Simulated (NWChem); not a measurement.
System: HfH$_{3}$Cl; SMILES [Cl][HfH3]

Here is an NWChem input.

```
start job
memory heap 200 mb stack 900 mb global 1100 mb
geometry units angstroms noautoz
  Hf     0.245181    -0.098364     0.192269
  Cl    -1.504216     0.604216    -1.177865
  H      1.858328     0.441596    -0.507028
  H      0.068224     0.618867     1.877113
  H      0.247053    -1.932613     0.328111
end
basis spherical
  * library def2-tzvp
end
ecp
  Hf library def2-ecp
end
dft
  xc bhlyp
  iterations 150
  mulliken
end
task dft energy
```

Coordinates come from a PBE0/def2-SVP optimisation. def2 effective core potentials on Hf; no spin-orbit coupling.

What results follow from this input? (BHandHLYP/def2-TZVP with def2 effective core potentials on Hf.) Quantities: energy (Ha); highest occupied level (eV); orbital gap (eV); dipole (D).


* **energy (Ha)**: -509.95
* **highest occupied level (eV)**: -9.93
* **orbital gap (eV)**: 8.77
* **dipole (D)**: 0.59
